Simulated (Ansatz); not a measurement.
The same path of a periodic cell of 17 atoms, Si (host Si, host structure diamond, interstitial Si) was run twice with different band settings. Lost on the way: Si1–Si17. Made: Si12–Si17.

Theory: DFT LDA, scalar-relativistic, plane waves, PAW (Ansatz). Settings: PAW set soft_1, cutoff 420 eV, k mesh 2x2x2, gaussian smearing 0.05 eV, no spin polarisation.

Relaxed end points:

```xyz
17
Lattice="0.0000 5.4300 5.4300 5.4300 0.0000 5.4300 5.4300 5.4300 0.0000" Properties=species:S:1:pos:R:3
Si -0.014 0.016 -0.014
Si 1.362 1.390 1.361
Si 2.722 2.710 -0.001
Si 4.040 4.070 1.361
Si 2.741 0.020 2.740
Si 4.079 1.353 4.079
Si 5.411 2.693 2.740
Si 6.790 4.073 4.111
Si 0.000 2.710 2.721
Si 1.362 4.070 4.040
Si 2.721 5.432 2.721
Si 4.074 6.788 4.073
Si 2.741 2.692 5.411
Si 4.112 4.073 6.790
Si 5.428 5.435 5.427
Si 6.790 6.753 6.789
Si 6.795 9.498 6.795
```

```xyz
17
Lattice="0.0000 5.4300 5.4300 5.4300 0.0000 5.4300 5.4300 5.4300 0.0000" Properties=species:S:1:pos:R:3
Si 0.000 0.000 0.000
Si 1.353 1.354 1.353
Si 2.714 2.716 0.033
Si 4.076 4.077 1.353
Si 2.716 0.034 2.714
Si 4.078 1.352 4.077
Si 5.396 2.714 2.715
Si 6.767 4.093 4.092
Si 0.034 2.716 2.714
Si 1.353 4.078 4.076
Si 2.714 5.397 2.714
Si 4.091 6.769 4.091
Si 2.715 2.715 5.395
Si 4.095 4.095 6.764
Si 5.429 5.432 5.426
Si 6.766 6.766 6.765
Si 8.145 8.147 8.140
```

Common settings: climbing image yes; spring 5.0 eV/Å²; optimiser quadratic models (default); end points relaxed.

| run | movable images | start path | force threshold | iteration limit |
| --- | --- | --- | --- | --- |
| 1 | 5 | straight line | 0.03 eV/Å | 45 |
| 2 | 2 | default | 0.05 eV/Å | 50 |

Q: What does each run give, and how far can it be trusted?

A: Run 1: converged after 7 iterations, highest image 0.314 eV above the first end. By the program's own check the climbing image is of a kind that is not told: the force calls were inconclusive, a negative curvature could not be distinguished from the path's own, the only one lies far off the path, or fixed occupations may fill a level only in part (lowest curvatures found: -0.06 and 0.38 eV/Å²).
Run 2: converged after 7 iterations, highest image 0.307 eV above the first end. The order of the stationary point at the top wasn't checked. So few images can step over the top or miss a turn of the path.
Limits of this set-up: coarse k mesh, PAW files made for another functional.
